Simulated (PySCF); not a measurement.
C2H12AlNO2Si2, SMILES [O]([Al]([CH3])[CH3])[SiH2]O[SiH2]N (GFN2-xTB optimised geometry):

```
20

Si     1.732     1.372     0.000
N      0.931     2.897     0.000
O      1.385     0.652    -1.402
Si     0.274    -0.394    -1.969
O     -0.621    -0.916    -0.733
Al    -1.172    -0.980     0.867
C     -2.239     0.600     1.447
C     -0.710    -2.665     1.827
H      1.163     0.628     1.143
H      3.197     1.372     0.000
H      0.856     3.391    -0.875
H      1.114     3.544     0.748
H      1.032    -1.513    -2.515
H     -0.577     0.341    -2.898
H     -2.459     0.621     2.517
H     -1.687     1.514     1.203
H     -3.197     0.670     0.923
H     -1.027    -3.544     1.256
H     -1.178    -2.733     2.812
H      0.370    -2.771     1.974
```

Level of theory: PBE0/def2-SVP (PySCF 2.14.0).

Task: What are the frontier orbital energies and the dipole moment?

Result: HOMO-2 -8.30 eV, HOMO-1 -7.45 eV, HOMO -7.38 eV, LUMO -0.07 eV, LUMO+1 0.55 eV; dipole moment 1.81 D.

Meta-Löwdin charges at PBE0/def2-SVP: Si1 0.98, N2 -0.70, O3 -0.81, Si4 1.08, O5 -0.82, Al6 0.94, C7 -0.61, C8 -0.61, H9 -0.16, H10 -0.15, H11 0.22, H12 0.22, H13 -0.14, H14 -0.14, H15 0.11, H16 0.12, H17 0.12, H18 0.12, H19 0.11, H20 0.12.
